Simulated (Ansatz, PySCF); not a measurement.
F₃Sn (SMILES [F][Sn+]([F])[F]), charge +1, singlet, geometry from GFN2-xTB (such geometries of metal compounds can be far from the true shape) (all electrons, no relativity). Base run: B3LYP/STO-3G (PySCF).

Here is a job for PySCF.
```python
from pyscf import gto, scf, dft

mol = gto.M(
    atom='''
Sn    0.00000000   -0.00000000    0.00000000
F    -1.72556878   -1.09008013    0.06681380
F    -0.01020398    1.88015434   -0.79702064
F     1.73577276   -0.79007422    0.73020684
''',
    basis='sto-3g',
    charge=1,
    verbose=4,
)

mf = dft.RKS(mol)
mf.xc = 'b3lyp'
mf.kernel()
```

The same geometry, method and basis name were run in Ansatz (a program for electronic structure) and PySCF, at each program's defaults and at the settings that a row names. The base is PySCF at its defaults. Differences at the defaults can come from grids, fitting, cores and function types together.

```tsv
code and settings	ΔE vs base (µEh)	basis functions	E (Eh)	SCF cycles
PySCF, defaults (exact integrals, its default grid, spherical functions)	0.0	42	-6260.23025	8
Ansatz, defaults (factorised integrals, its default grid, spherical functions)	-12.6	42	-6260.23026	-
PySCF, fine grid	-17.3	42	-6260.23027	8
Ansatz, high accuracy	-13.2	42	-6260.23026	-
```
